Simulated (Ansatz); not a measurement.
AlSi₅. The state is a doublet with charge 0. Geometry r2SCAN-D4/def2-SVP; atoms count from 1.

Cartesian coordinates in Å:
```
Al 0.046 1.111 -0.781
Si -0.772 -2.951 -0.355
Si -0.055 -1.019 0.593
Si 0.676 0.949 1.628
Si -0.687 -1.043 -1.678
Si 0.792 2.952 0.593
```

Another isomer (doublet) lies 1.76 eV lower at PBE0-D4/def2-TZVP; other spin states weren't run for this one.

Q: Estimate the Mulliken populations from the PBE0/def2-TZVP orbitals of Ansatz.

A: 
```
atom  charge (e)  spin (α − β)
 Al1        0.24          0.17
 Si2       -0.02          0.03
 Si3        0.02          0.00
 Si4       -0.08          0.52
 Si5       -0.08          0.24
 Si6       -0.07          0.04
```
Mulliken values and Mayer orders depend strongly on the basis.

Q: Where does the spin sit?

A: Summed by element: Al 0.17, Si 0.83, of 1 unpaired in all. Largest on single atoms: Si4 0.52, Si5 0.24, Al1 0.17.

Q: And the Mayer bond orders between bonded heavy atoms (over 0.3)?

A: Al1–Si3 0.50 (2.54 Å); Al1–Si4 0.73 (2.50 Å); Al1–Si5 0.84 (2.45 Å); Al1–Si6 1.06 (2.42 Å); Si2–Si3 1.22 (2.27 Å); Si2–Si5 1.18 (2.32 Å); Si3–Si4 0.92 (2.34 Å); Si3–Si5 1.04 (2.36 Å); Si4–Si6 1.45 (2.26 Å).
